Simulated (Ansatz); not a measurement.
`[SiH3][SiH]1[SiH2]S1` + dimethylamine → `CN(C)[SiH3]` + `[SiH2]1[SiH2]S1` at 298.15 K and 1 bar (cleavage of the Si–Si bond).

Program: Ansatz. Geometries: PBE0-D4/def2-TZVP. ΔE: electronic, gas phase. CBS: MP2 limit from def2 TZ/QZ plus the TZ coupled-cluster correction, frozen cores.

| species | CCSD(T)/CBS energy (Eh) | H − E (kJ/mol) | S (J/(mol·K)) |
| --- | --- | --- | --- |
| `[SiH3][SiH]1[SiH2]S1` | -1268.63937 | 161.6 | 359.5 |
| `CNC` | -135.00321 | 256.9 | 271.4 |
| `CN(C)[SiH3]` | -425.29981 | 301.2 | 327.6 |
| `[SiH2]1[SiH2]S1` | -978.35432 | 109.2 | 289.5 |

H − E and S are ideal-gas, rigid-rotor, harmonic terms from PBE0-D4/def2-TZVP, for one conformer and one mirror image of each species. 1 Eh = 2625.50 kJ/mol, R = 8.31446 J/(mol·K).

Problem. By hand: ΔE, ΔH, ΔS and ΔG.

Solution. ΔE = (-425.29981) + (-978.35432) − (-1268.63937) − (-135.00321) = -0.01155 Eh = -30.3 kJ/mol. Δ(H − E) = 301.2 + 109.2 − 161.6 − 256.9 = -8.1, so ΔH = -38.4 kJ/mol. ΔS = 327.6 + 289.5 − 359.5 − 271.4 = -13.8 J/(mol·K). ΔG = -38.4 − 298.15 × (-13.8)/1000 = -34.3 kJ/mol.

Problem. By hand: the equilibrium constant, and the temperature at which ΔG would vanish if ΔH and ΔS stayed fixed.

Solution. log₁₀ K = −ΔG/(RT ln 10) = 6.0. ΔG = 0 at ΔH/ΔS = 2783 K, far beyond where these terms or the molecules hold.

The number of gas molecules stays the same, so ΔS is small and ΔH decides. A doubt of 5 kJ/mol in ΔE shifts log₁₀ K by 0.9 here. Other conformers and mirror images would add mixing entropy, several J/(mol·K) or more a flexible species. These are equilibria of isolated gas molecules and say nothing of rates. Largest T1 diagnostic: 0.014 (customary marks: 0.02 for closed shells, 0.045 for open ones).
